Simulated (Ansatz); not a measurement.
```yaml
crystal:
  periodic: [false, false, false]
  atoms:
    - {symbol: C, position_ang: [-1.251159, 0.959395, -0.437259]}
    - {symbol: Ge, position_ang: [-0.186830, -0.675246, -0.310331]}
    - {symbol: C, position_ang: [1.439368, -0.356844, 0.726518]}
    - {symbol: H, position_ang: [-2.159711, 0.785621, -1.015086]}
    - {symbol: H, position_ang: [-0.676323, 1.747920, -0.925553]}
    - {symbol: H, position_ang: [-1.535153, 1.304043, 0.558335]}
    - {symbol: H, position_ang: [0.189293, -1.159101, -1.727032]}
    - {symbol: H, position_ang: [-1.021381, -1.784979, 0.363940]}
    - {symbol: H, position_ang: [2.044833, 0.417133, 0.252162]}
    - {symbol: H, position_ang: [1.186090, -0.028118, 1.735690]}
    - {symbol: H, position_ang: [2.036371, -1.266723, 0.799016]}
basis:
  gaussian: {orbitals: def2-TZVPP}
hamiltonian: {xc: {name: rPW86-PBE}, pseudopotentials: {relativity: scalar}}
output: {forces: true}
```

```sh
$ ansatz run in.yaml --threads 2 --pin off --events-out ev --progress --plain --max-ram 32768MiB --backend cpu
```

Output, abridged:

```
Functional definition: rPW86-PBE
1190 factors; their error is unknown
mean field evaluation 1: about -59201.7874 eV, gradient 9.2e1 eV
mean field evaluation 2: about -59174.7505 eV, gradient 1.3e2 eV
mean field evaluation 4: about -59219.2933 eV, gradient 5.2e0 eV
mean field evaluation 8: about -59219.3757 eV, gradient 1.3e-1 eV
mean field evaluation 16: about -59219.3483 eV, gradient 3.6e-4 eV
mean field -59219.34832457 eV, -2176.2709106120 hartree, gradient 1.8e-5 eV, S^2 0.000000; 0 other end points of the search recorded, 0 dependent functions left out
reference -59219.34843855 eV, -2176.2709148008 hartree; 26, 26 occupied and 196, 196 virtual orbitals, 1190 factors
Total energy: -59219.34843855 eV, -2176.2709148008 hartree
Relativity: scalar
Atom 0 at    -1.251159     0.959395    -0.437259 Å, force    -0.123873     0.169443    -0.021131 eV/Å
Atom 1 at    -0.186830    -0.675246    -0.310331 Å, force    -0.078293    -0.272306    -0.126770 eV/Å
Atom 2 at     1.439368    -0.356844     0.726518 Å, force     0.178742     0.021357     0.109982 eV/Å
Atom 3 at    -2.159711     0.785621    -1.015086 Å, force    -0.075078    -0.019297    -0.049229 eV/Å
Atom 4 at    -0.676323     1.747920    -0.925553 Å, force     0.052817     0.065283    -0.043357 eV/Å
Atom 5 at    -1.535153     1.304043     0.558335 Å, force    -0.023047     0.025853     0.087848 eV/Å
Atom 6 at     0.189293    -1.159101    -1.727032 Å, force    -0.005251    -0.004997     0.006178 eV/Å
Atom 7 at    -1.021381    -1.784979     0.363940 Å, force     0.003579    -0.000598    -0.008841 eV/Å
Atom 8 at     2.044833     0.417133     0.252162 Å, force     0.049737     0.066724    -0.044680 eV/Å
Atom 9 at     1.186090    -0.028118     1.735690 Å, force    -0.026136     0.027457     0.086559 eV/Å
Atom 10 at     2.036371    -1.266723     0.799016 Å, force     0.046803    -0.078919     0.003442 eV/Å
Dipole moment:     0.038659     0.134407     0.062613 e Å
```

It took 8 s on 2 threads of a server CPU on a shared host, with 0.42 GiB of host memory at the peak.
